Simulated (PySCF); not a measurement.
Species: `C[Si@](N)([SiH3])O[SiH3]`. The columns A, B, C and D hold Mulliken, IAO, Hirshfeld and ESP-fitted charges (e) of one PBE0/pcSseg-1 density (PySCF), in a shuffled order. Coordinates in Å (PBE0-D3(BJ)/def2-SVP); the density's dipole moment is (-0.12, -0.85, 1.75) D.

```tsv
atom	x	y	z	A	B	C	D
C1	-1.220	-1.753	-0.495	-0.732	-0.637	-0.691	-0.215
Si2	-0.420	-0.137	-0.014	+1.111	+0.953	+1.039	+0.390
N3	-0.547	0.058	1.695	-0.838	-0.661	-1.192	-0.314
Si4	-1.370	1.761	-1.001	+0.218	+0.144	+0.056	+0.194
O5	1.173	-0.189	-0.549	-0.879	-0.768	-0.599	-0.320
Si6	2.666	-0.093	0.163	+0.841	+0.700	+0.599	+0.369
H7	-2.301	-1.736	-0.290	+0.158	+0.147	+0.153	+0.045
H8	-0.772	-2.587	0.069	+0.153	+0.140	+0.188	+0.045
H9	-1.067	-1.954	-1.566	+0.162	+0.151	+0.151	+0.047
H10	-0.361	0.943	2.153	+0.266	+0.206	+0.415	+0.118
H11	-0.461	-0.720	2.338	+0.263	+0.197	+0.437	+0.120
H12	-1.085	1.828	-2.468	-0.093	-0.062	-0.060	-0.074
H13	-2.855	1.789	-0.809	-0.099	-0.071	-0.064	-0.078
H14	-0.802	2.993	-0.363	-0.097	-0.077	-0.052	-0.077
H15	2.824	1.187	0.923	-0.151	-0.124	-0.140	-0.086
H16	2.888	-1.229	1.112	-0.152	-0.124	-0.132	-0.087
H17	3.700	-0.150	-0.908	-0.130	-0.114	-0.109	-0.078
```

Task: Which column most likely holds the ESP-fitted charges?

Result: C. Σ q r misses the density's dipole by 0.04 D (C), 0.79 D (B), 0.84 D (D), 0.98 D (A). Charges fitted to the outside potential are the only set here that is tied to the molecule's multipoles.

Task: And the Hirshfeld charges?

Result: D. The mean sizes are 0.156 e (D), 0.310 e (B), 0.358 e (C), 0.373 e (A), and Hirshfeld charges are commonly the smallest of these schemes.

As computed, A = IAO, B = Mulliken, C = ESP-fitted, D = Hirshfeld. Hydrogens on carbon: IAO +0.15 to +0.16, Mulliken +0.14 to +0.15, ESP-fitted +0.15 to +0.19, Hirshfeld +0.04 to +0.05 e.

The Hirshfeld scheme weights the molecular density at each point by an atom's share of the summed free-atom densities. The IAO scheme projects the occupied orbitals on a minimal set of polarised atomic orbitals and counts the electrons in each atom's part of it.

One conformer (not necessarily the lowest) at the PBE0-D3(BJ)/def2-SVP geometry, without solvent, vibrations or thermal averaging.

The run behind these numbers computed NMR shieldings as well. Hardware: an Arm Neoverse V2 with one thread, shared host. Cost: 22 s wall.

Conformer computed: `[CH3:1][Si@:2]([NH2:3])([SiH3:4])[O:5][SiH3:6]`: C1–Si2–O5–Si6 -120°, H–N3–Si2–C1 -167°, H–N3–Si2–C1 37°.
